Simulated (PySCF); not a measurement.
**Effect of structural changes**

The calculation used PySCF 2.14.0, TDDFT LC-wPBE/aug-cc-pVDZ circular dichroism and optical rotation, one conformer, gas phase. Geometry: GFN2-xTB.

Each molecule in one low-energy conformer. The parent is N#C[Si@@H]([SiH3])[Si@H](O)[SiH3].

The molecule is flexible and this is one conformer; a measurement averages over conformers.

How does the specific rotation at 589.3 nm (origin-invariant length gauge) change along this series?
- N#C[Si@@H]([SiH3])[Si@H](O)[SiH3] (base)
- N#C[Si@H]([SiH3])[Si@H](O)[SiH3] (diastereomer)


```csv
molecule,[α]589 (deg dm⁻¹ (g/mL)⁻¹),S1 (eV),"R(S1), velocity form (10⁻⁴⁰ esu² cm²)"
N#C[Si@@H]([SiH3])[Si@H](O)[SiH3],-68.0,5.91,-10.8
N#C[Si@H]([SiH3])[Si@H](O)[SiH3],+123.0,5.92,+109.2
```
The specific rotation at 589.3 nm (origin-invariant length gauge) is lowest for N#C[Si@@H]([SiH3])[Si@H](O)[SiH3] and highest for N#C[Si@H]([SiH3])[Si@H](O)[SiH3].
